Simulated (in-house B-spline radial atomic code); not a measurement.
The outermost shell (largest non-relativistic mean radius) with and without relativity; Dirac values are averaged over j. Computed with a B-spline radial code for spherical atoms: non-relativistic Hartree-Fock and Dirac-Hartree-Fock, averages of the configuration (point nuclei without relativity, finite nuclei with it).

| ion | configuration | outermost shell | radius non-relativistic (bohr) | radius Dirac (bohr) | radius change (%) | level non-relativistic (eV) | level Dirac (eV) | spin-orbit splitting (eV) |
| --- | --- | --- | --- | --- | --- | --- | --- | --- |
| Lu5+ | [Xe] 4f12 | 5p | 1.3271 | 1.2856 | -3.1286 | -97.812 | -100.82 | 8.7706 |
| Hf5+ | [Xe] 4f13 | 5p | 1.311 | 1.2679 | -3.2883 | -98.980 | -102.21 | 9.2957 |
| Ta5+ | [Xe] 4f14 | 5p | 1.2955 | 1.2507 | -3.4516 | -100.136 | -103.61 | 9.8461 |
| W5+ | [Xe] 4f14 5d1 | 5d | 1.5763 | 1.5952 | 1.201 | -64.809 | -63.349 | 1.0204 |
| Re5+ | [Xe] 4f14 5d2 | 5d | 1.5167 | 1.5342 | 1.1559 | -67.740 | -66.213 | 1.2025 |
| Os5+ | [Xe] 4f14 5d3 | 5d | 1.462 | 1.4783 | 1.11 | -70.675 | -69.082 | 1.4008 |
| Ir5+ | [Xe] 4f14 5d4 | 5d | 1.4117 | 1.4267 | 1.0646 | -73.615 | -71.956 | 1.6161 |
| Pt5+ | [Xe] 4f14 5d5 | 5d | 1.3652 | 1.3791 | 1.0203 | -76.559 | -74.835 | 1.8492 |
| Au5+ | [Xe] 4f14 5d6 | 5d | 1.3221 | 1.335 | 0.97736 | -79.509 | -77.719 | 2.1007 |
| Hg5+ | [Xe] 4f14 5d7 | 5d | 1.2819 | 1.2939 | 0.93594 | -82.467 | -80.611 | 2.3716 |
